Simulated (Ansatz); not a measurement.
Consider the ligand exchange at the Al–O bond: `C=CC[O][AlH2]` + `[SH][SnH3]` → `[AlH2][S][SnH3]` + `C=CCO`.

Program: Ansatz. Geometries: PBE0-D4/def2-TZVP. ΔE: electronic, gas phase. CBS: MP2 limit from def2 TZ/QZ plus the TZ coupled-cluster correction, frozen cores. Functionals use def2-TZVPP. def2 core potentials past Kr. For Sn outer-core shells are correlated without core-valence functions, which leaves a few kJ/mol of doubt a bond. One conformer a species, not always the lowest.

Q: Is it downhill or uphill in electronic energy at CCSD(T)/CBS, and by how much? (An estimate is asked.)

A: Computed: Uphill: ΔE = +1.0 kcal/mol.

Q: What do these levels give: PBE-D4, PBE, r2SCAN, CCSD/def2-TZVPP, HF/def2-QZVPP, MP2/def2-QZVPP? (Estimate.)

A: Ansatz gave: PBE-D4 0.2, PBE 0.5, r2SCAN 1.3, CCSD/def2-TZVPP 2.6, HF/def2-QZVPP 4.0, MP2/def2-QZVPP 1.2 kcal/mol.

Largest T1 diagnostic among the species: 0.013.

In def2-TZVPP, CCSD(T) changes the Hartree–Fock value by −1.5 kcal/mol (the triples alone add −0.5 kcal/mol) and MP2 by −1.9 kcal/mol.
